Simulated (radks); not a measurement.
Results of a calculation; reference values are marked as such.
Spin polarisation of the 4d8 shell in neutral rhodium. Start: [Kr] 4d(up 4, down 4) 5s(up 0.5, down 0.5); electrons of 4d are moved from spin down to spin up, other shells keep equal spins. Level of theory: scalar-relativistic Kohn-Sham, PBE, spin-polarised, spherical densities, finite nucleus; Fermi nuclear charge, rms radius of each element as measured or else 0.836 A^(1/3) + 0.57 fm (a radial shooting solver on a logarithmic mesh with Libxc functionals).

moment (Bohr magnetons)  E - E(0) (eV)  e(4d up) (eV)  e(4d down) (eV)  5s down minus up (eV)
0                                0.000         -5.940           -5.940                 0.000
0.5                             -0.040         -6.095           -5.779                  0.116
1                               -0.158         -6.242           -5.609                  0.233
1.5                             -0.356         -6.382           -5.432                  0.349
2                               -0.633         -6.514           -5.247                  0.467

At moment 2 the spin-polarisation energy is -0.633 eV and the 4d exchange splitting 1.267 eV, that is 0.634 eV per Bohr magneton; E = -I m^2/4 would give I = 0.633 eV.
